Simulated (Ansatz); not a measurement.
Two structures of GaSiH5S, singlet, reached by relaxing down either side of one saddle point (PBE0-D4/def2-TZVP). Energies are electronic, without zero-point energy. Computed with Ansatz 0.2.0 (basis: def2-TZVPP and def2-QZVPP); correlated methods freeze the cores. Filled d shells of the heavier atoms are correlated. The def2 sets are not built for correlating such inner shells, so the correlated values are less sure here. Extrapolation: Hartree–Fock as exp(−7.88 √X), correlation as X^−2.97. First:

Ga1  (-1.105, -0.196, -0.499)
Si2  (0.595, 0.719, 0.933)
S3  (-0.522, -1.711, -1.991)
H4  (0.779, -1.719, -1.661)
H5  (-2.633, 0.142, -0.528)
H6  (1.924, 0.123, 0.629)
H7  (0.689, 2.194, 0.755)
H8  (0.274, 0.448, 2.362)
(Å)

Second:

```
8
angstrom
Ga -1.6653 -0.8170 -1.3167
Si 0.9998 0.5642 0.8705
S -1.1224 -2.1950 -2.6715
H 0.6702 -0.3803 -0.2389
H -2.1723 0.2285 -0.3133
H 2.4514 0.4835 1.1577
H 0.6284 1.9368 0.4458
H 0.2101 0.1792 2.0665
```

Task: Which bonds change from the first to the second?

Result: GaSiH₅S ([SiH3][GaH][SH]) → GaHS ([S][GaH]) + SiH₄; bonds formed: Si2–H4; bonds broken: Ga1–Si2, S3–H4.

Task: Give the saddle point's structure and its height above each. (Judge from chemistry; the value comes from the calculation.)

Result: By the calculation: 2.316 eV above the first and 1.428 eV above the second (CCSD(T) at an estimated basis limit (MP2 extrapolated from triple and quadruple zeta, plus CCSD(T) − MP2 in triple zeta)).
| atom | x (Å) | y (Å) | z (Å) |
| --- | --- | --- | --- |
| Ga1 | -1.3290 | -0.4456 | -0.8278 |
| Si2 | 0.7298 | 0.4631 | 0.6916 |
| S3 | -0.2500 | -1.7973 | -2.0126 |
| H4 | 0.4178 | -0.7214 | -0.6733 |
| H5 | -2.5446 | 0.3440 | -0.2878 |
| H6 | 2.1622 | 0.0699 | 0.6325 |
| H7 | 0.6154 | 1.9242 | 0.4274 |
| H8 | 0.1986 | 0.1630 | 2.0500 |

The T1 diagnostic stays at or below 0.019.

Labels in which every atom is bracketed show which atoms are joined, not bond orders.

For scale, one of the runs: CCSD(T)/def2-TZVPP, 202 basis functions, launched by `ansatz run in.yaml --threads 4 --pin off --events-out ev --progress --plain --max-ram 9574MiB`. Time: 70 s of wall clock on 4 CPU threads of an AMD EPYC; the host was shared. Peak host memory: 2.3 GiB.
